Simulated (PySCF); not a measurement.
boron oxyfluoride (BFO), SMILES O=BF. Atoms are numbered in the order given.

```xyz
3

F      0.0000     0.0000     1.1962
B      0.0000     0.0000    -0.0860
O      0.0000     0.0000    -1.2920
```

The structure is a stationary point at PBE0-D3(BJ)/def2-TZVP.

The numbers are results of B3LYP/pcJ-1 (PySCF), not measurements.

Isotropic couplings with Fermi-contact, spin-dipole and both spin-orbit terms, one fixed conformer, no vibrational averaging. Isotopes: 11B, 19F.

**Question.** Estimate the spin–spin coupling constants. (Estimate from the structure and the level; the computed values follow.)

**Answer.** 
```tsv
pair	bonds apart	J (Hz)
F1–B2	1	-71.2
```
